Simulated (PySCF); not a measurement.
# Spinor energies of Ir⁴⁰⁺ (iridium, charge +40)

Start: [Kr] 4d1; 4d5/2 filled at m_j = +5/2. Calculated with PySCF 2.14 in an even-tempered Gaussian basis (16 s from 4.8 bohr⁻², ratio 2.8; 14 p from 6.2 bohr⁻², ratio 2.8; 9 d from 6.2 bohr⁻², ratio 2.8; 3 f from 22 bohr⁻², ratio 3): generalised Hartree-Fock with the X2C-1e Hamiltonian and a Gaussian nucleus; one run each with spin-orbit coupling (SO) screened by Boettger's factors, then bare. This is a chosen level, not necessarily the ground level.

```json
{"spinor shell": "1s1/2", "electrons": "2", "ε, screened SO (eV)": "-78341.7", "ε, bare SO (eV)": "-78340.1", "weight of nominal j (bare SO)": "1.000", "rms radius, bare SO (bohr)": "0.0197"}
{"spinor shell": "2s1/2", "electrons": "2", "ε, screened SO (eV)": "-15362.8", "ε, bare SO (eV)": "-15362.3", "weight of nominal j (bare SO)": "1.000", "rms radius, bare SO (bohr)": "0.0796"}
{"spinor shell": "2p1/2", "electrons": "2", "ε, screened SO (eV)": "-14772.8", "ε, bare SO (eV)": "-14810.6", "weight of nominal j (bare SO)": "1.000", "rms radius, bare SO (bohr)": "0.0673"}
{"spinor shell": "2p3/2", "electrons": "4", "ε, screened SO (eV)": "-13139.3", "ε, bare SO (eV)": "-13127.4", "weight of nominal j (bare SO)": "1.000", "rms radius, bare SO (bohr)": "0.0752"}
{"spinor shell": "3s1/2", "electrons": "2", "ε, screened SO (eV)": "-5005.1", "ε, bare SO (eV)": "-5004.9", "weight of nominal j (bare SO)": "1.000", "rms radius, bare SO (bohr)": "0.201"}
{"spinor shell": "3p1/2", "electrons": "2", "ε, screened SO (eV)": "-4745.0", "ε, bare SO (eV)": "-4753.4", "weight of nominal j (bare SO)": "1.000", "rms radius, bare SO (bohr)": "0.192"}
{"spinor shell": "3p3/2", "electrons": "4", "ε, screened SO (eV)": "-4370.3", "ε, bare SO (eV)": "-4367.5", "weight of nominal j (bare SO)": "1.000", "rms radius, bare SO (bohr)": "0.207"}
{"spinor shell": "3d3/2", "electrons": "4", "ε, screened SO (eV)": "-3947.4", "ε, bare SO (eV)": "-3954.9", "weight of nominal j (bare SO)": "1.000", "rms radius, bare SO (bohr)": "0.181"}
{"spinor shell": "4s1/2", "electrons": "2", "ε, screened SO (eV)": "-2253.8", "ε, bare SO (eV)": "-2253.7", "weight of nominal j (bare SO)": "1.000", "rms radius, bare SO (bohr)": "0.422"}
{"spinor shell": "4p1/2", "electrons": "2", "ε, screened SO (eV)": "-2136.6", "ε, bare SO (eV)": "-2139.3", "weight of nominal j (bare SO)": "1.000", "rms radius, bare SO (bohr)": "0.418"}
{"spinor shell": "4p3/2", "electrons": "4", "ε, screened SO (eV)": "-2021.8", "ε, bare SO (eV)": "-2020.9", "weight of nominal j (bare SO)": "1.000", "rms radius, bare SO (bohr)": "0.445"}
{"spinor shell": "4d5/2", "electrons": "1", "ε, screened SO (eV)": "-1835.2", "ε, bare SO (eV)": "-1833.7", "weight of nominal j (bare SO)": "1.000", "rms radius, bare SO (bohr)": "0.433"}
```

**Question.** Where does 3d5/2 lie, and what is the 3d spin-orbit splitting (bare SO)?

**Answer.** At -3863.3 eV, 91.537 eV above 3d3/2.

| quantity | screened SO | bare SO |
| --- | --- | --- |
| E (hartree) | -16836.61793 | -16838.12148 |
| M_J | 5/2 | 5/2 |
| ⟨J²⟩ | 8.751 | 8.751 |
| ⟨L²⟩ | 6.098 | 6.105 |
| ⟨S²⟩ | 0.847 | 0.854 |

Each row is a mean over spinors that exchange with the open shell spreads, by up to 15.120 eV (4p3/2).

Breit and QED terms are absent; they matter most for the inner s and p1/2 levels.

Densities and radii are taken from the X2C orbitals without a picture-change correction, which distorts them close to the nucleus.
